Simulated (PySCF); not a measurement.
Species: ethylbenzene, C8H10.
Geometry (PBE0-D3(BJ)/def2-TZVP, Å), atoms numbered from 1 in this order:
```
atom  x, y, z in Å
C1    -2.438   -0.479   -0.536
C2    -1.632    0.159    0.592
C3    -0.158    0.157    0.310
C4     0.667   -0.846    0.808
C5     2.022   -0.871    0.510
C6     2.576    0.112   -0.295
C7     1.765    1.121   -0.796
C8     0.412    1.139   -0.496
H9    -3.507   -0.473   -0.309
H10   -2.287    0.059   -1.475
H11   -2.128   -1.514   -0.696
H12   -1.824   -0.377    1.526
H13   -1.973    1.188    0.745
H14    0.242   -1.616    1.444
H15    2.648   -1.660    0.912
H16    3.634    0.097   -0.526
H17    2.190    1.898   -1.421
H18   -0.215    1.934   -0.888
```

The closed-shell ground state was solved at several levels (PySCF, density fitting, gas phase, non-relativistic). One conformer (not necessarily the lowest) at the PBE0-D3(BJ)/def2-TZVP geometry, without solvent, vibrations or thermal averaging.

```
           level  basis functions  total energy (Eh)  HOMO (eV)  LUMO (eV)  gap (eV)  dipole (D)
wB97X-D/pcSseg-2              428          -310.8774      -8.72       1.56     10.28        0.41
    KT3/pcSseg-2              428          -316.1470      -6.00      -1.02      4.98        0.38
   PBE0/pcSseg-2              428          -310.6066      -6.98      -0.18      6.80        0.41
```

Estimate the row for B97-2/pcSseg-2, a basis of 428 functions; the other rows only guide the guess.

Total energy -310.8746 Eh, HOMO -6.73 eV, LUMO -0.21 eV, gap 6.52 eV, dipole 0.41 D.

Over all these levels, which gives the widest orbital gap and which the narrowest?

wB97X-D/pcSseg-2 (range-separated hybrid) has the widest, 10.28 eV, and KT3/pcSseg-2 (GGA) the narrowest, 4.98 eV. From the narrowest to the widest the HOMO moves by -2.72 eV and the LUMO by +2.58 eV.

In the pcSseg-2 basis, how does the gap go with the fixed share of exact exchange?

KT3 (0 %) 4.98 eV; B97-2 (21 %) 6.52 eV; PBE0 (25 %) 6.80 eV. Each rise in the share widens the gap here.

How far do the dipole and the HOMO energy spread over the levels?

The dipole runs from 0.38 to 0.41 D (mean 0.40 D) and the HOMO from -8.72 to -6.00 eV.

wB97X-D is run here without its empirical dispersion term; that term would change no orbital, density or response property at a fixed geometry.
